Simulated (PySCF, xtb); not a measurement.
B(CCH)2(H) (C₄H₃B), SMILES C#CBC#C.

GFN2-xTB (xtb) at its own geometry gives an orbital gap of 3.27 eV and a dipole moment of 0.46 D.

Coordinates come from a B3LYP-D3(BJ)/def2-SVP optimisation.

Q: What does HF/def2-TZVP run with PySCF give? (The exact figures need the calculation; the answer reports its results.)

A: gap 11.72 eV (levels -10.84 and 0.88 eV), dipole 0.84 D.
